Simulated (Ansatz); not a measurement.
`COc1ccc(-c2cc(C)c(-c3cc(C)c(-c4cc(C)c(-c5cc(C)c(-c6ccc(C(F)=C(F)F)cc6)s5)s4)s3)s2)cc1`. The state is a singlet with charge 0. Geometry PBE-D4/def2-SVP; atoms count from 1.

```xyz
70

C     6.677  -10.073   -6.869
O     5.880   -9.980   -5.703
C     5.336   -8.776   -5.384
C     4.547   -8.740   -4.214
C     3.945   -7.552   -3.808
C     4.105   -6.348   -4.542
C     3.474   -5.101   -4.120
C     3.310   -3.912   -4.826
C     2.644   -2.878   -4.114
C     2.361   -1.525   -4.701
C     2.280   -3.282   -2.817
C     1.588   -2.577   -1.769
C     1.184   -3.072   -0.526
C     0.526   -2.135    0.309
C     0.013   -2.474    1.679
C     0.417   -0.871   -0.299
C    -0.168    0.356    0.176
C    -0.192    1.598   -0.465
C    -0.855    2.629    0.246
C    -0.984    4.033   -0.271
C    -1.367    2.177    1.476
C    -2.114    2.865    2.498
C    -2.719    2.316    3.632
C    -3.376    3.252    4.475
C    -4.127    2.836    5.709
C    -3.282    4.563    3.980
C    -3.830    5.814    4.498
C    -4.202    6.868    3.622
C    -4.722    8.071    4.094
C    -4.904    8.283    5.484
C    -5.452    9.510    6.054
F    -5.557    9.542    7.405
C    -5.876   10.634    5.420
F    -6.359   11.690    6.052
F    -5.856   10.808    4.104
C    -4.527    7.243    6.367
C    -4.000    6.043    5.886
S    -2.370    4.598    2.484
S    -0.995    0.479    1.718
S     1.133   -0.888   -1.901
S     2.791   -4.935   -2.520
C     4.903   -6.403   -5.708
C     5.509   -7.592   -6.132
H     7.010  -11.125   -6.938
H     6.102   -9.815   -7.787
H     7.572   -9.413   -6.814
H     4.417   -9.670   -3.642
H     3.320   -7.554   -2.901
H     3.647   -3.787   -5.864
H     2.694   -1.478   -5.755
H     2.883   -0.716   -4.147
H     1.278   -1.279   -4.675
H     1.360   -4.115   -0.224
H     0.257   -3.522    1.941
H    -1.090   -2.356    1.748
H     0.453   -1.817    2.459
H     0.272    1.760   -1.449
H    -0.588    4.109   -1.302
H    -0.426    4.758    0.359
H    -2.041    4.372   -0.285
H    -2.707    1.236    3.838
H    -4.446    1.778    5.631
H    -5.030    3.456    5.872
H    -3.502    2.919    6.625
H    -4.098    6.722    2.535
H    -4.999    8.850    3.373
H    -4.641    7.391    7.449
H    -3.682    5.279    6.608
H     5.071   -5.489   -6.295
H     6.123   -7.583   -7.042
```

Single mean-field runs in def2-SVP are fitted with def2-universal-jkfit.

Estimate the Mulliken populations of the heavy atoms from the PBE0/def2-SVP orbitals of Ansatz.


```tsv
atom	charge (e)
C1	0.10
O2	-0.35
C3	0.21
C4	-0.04
C5	-0.05
C6	0.06
C7	-0.08
C8	-0.04
C9	-0.12
C10	0.01
C11	-0.09
C12	-0.08
C13	-0.05
C14	-0.11
C15	0.01
C16	-0.08
C17	-0.08
C18	-0.05
C19	-0.11
C20	0.01
C21	-0.07
C22	-0.10
C23	-0.05
C24	-0.08
C25	0.00
C26	-0.12
C27	0.03
C28	-0.04
C29	-0.02
C30	-0.04
C31	0.18
F32	-0.21
C33	0.34
F34	-0.15
F35	-0.16
C36	-0.03
C37	-0.03
S38	0.10
S39	0.10
S40	0.10
S41	0.11
C42	-0.04
C43	-0.10
```
Mulliken values depend strongly on the basis.

And the Mayer bond orders between heavy atoms (over 0.3, the first 40 of 48)?

C1–O2 0.95 (1.41 Å); O2–C3 1.11 (1.36 Å); C3–C4 1.34 (1.41 Å); C3–C43 1.30 (1.41 Å); C4–C5 1.44 (1.39 Å); C5–C6 1.31 (1.42 Å); C6–C7 1.09 (1.46 Å); C6–C42 1.37 (1.41 Å); C7–C8 1.50 (1.39 Å); C7–S41 1.12 (1.75 Å); C8–C9 1.29 (1.42 Å); C9–C10 1.09 (1.50 Å); C9–C11 1.47 (1.41 Å); C11–C12 1.19 (1.44 Å); C11–S41 1.12 (1.75 Å); C12–C13 1.45 (1.40 Å); C12–S40 1.11 (1.75 Å); C13–C14 1.32 (1.42 Å); C14–C15 1.09 (1.50 Å); C14–C16 1.46 (1.41 Å); C16–C17 1.19 (1.44 Å); C16–S40 1.11 (1.76 Å); C17–C18 1.45 (1.40 Å); C17–S39 1.11 (1.75 Å); C18–C19 1.32 (1.42 Å); C19–C20 1.09 (1.50 Å); C19–C21 1.46 (1.41 Å); C21–C22 1.18 (1.44 Å); C21–S39 1.11 (1.75 Å); C22–C23 1.45 (1.40 Å); C22–S38 1.12 (1.75 Å); C23–C24 1.31 (1.42 Å); C24–C25 1.09 (1.50 Å); C24–C26 1.50 (1.40 Å); C26–C27 1.08 (1.46 Å); C26–S38 1.11 (1.75 Å); C27–C28 1.32 (1.42 Å); C27–C37 1.34 (1.42 Å); C28–C29 1.45 (1.39 Å); C29–C30 1.32 (1.42 Å).
